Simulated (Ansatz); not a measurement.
## Pulling the pair apart

The pair of Br⁻ (SMILES [Br-], atom 1) and Cl₂ (SMILES ClCl, atoms 2–3), both closed shells, in one local arrangement (a lower one may exist), relaxed at PBE0-D4/def2-TZVPD:

```csv
atom,x (Å),y (Å),z (Å)
Br1,0.0501,0.7254,-2.2795
Cl2,-0.0493,-0.7122,2.2378
Cl3,-0.0009,-0.0132,0.0418
```

Cl₂ is shifted rigidly along the line between the mean atom positions of the two fragments (negative: closer). Counterpoise interaction energies in kJ/mol. Ansatz 0.2.0; basis: def2-TZVPPD; cores frozen in the correlated methods. Filled d shells of the heavier atoms are correlated. The def2 sets are not built for correlating such inner shells, so the correlated values are less sure here.

```tsv
shift (Å)	r2SCAN-D4	wB97M-V	HF
-0.24	-163.4	-128.5	-76.7
-0.12	-185.8	-146.2	-93.2
0.00	-194.1	-150.7	-98.0
0.12	-193.4	-147.4	-96.3
0.29	-184.1	-135.7	-88.2
0.61	-157.5	-106.6	-68.2
1.22	-113.6	-59.1	-37.9
2.44	-81.2	-18.2	-13.8
```

What does CCSD(T) give at these shifts? (To be estimated.)

Computed: -101.6, -124.6, -133.5, -133.5, -124.7, -98.0, -52.1, -15.3 kJ/mol. For zero shift, CCSD(T) at an estimated basis limit (MP2 extrapolated from triple and quadruple zeta, plus CCSD(T) − MP2 in triple zeta) gives -150.8 kJ/mol. These are counterpoise interaction energies, counted from the two frozen fragments.

No T1 diagnostic of these runs exceeds 0.019. The restricted Hartree–Fock reference is unstable towards an unrestricted one here.

For scale, one of the runs: CCSD(T)/def2-TZVPPD, 159 basis functions, launched by `ansatz run in.yaml --threads 2 --pin off --events-out ev --progress --plain --max-ram 5222MiB`. The run took 15 s on 2 CPU threads of an Arm Neoverse V2 (shared host), with 0.78 GiB of host memory at its peak.
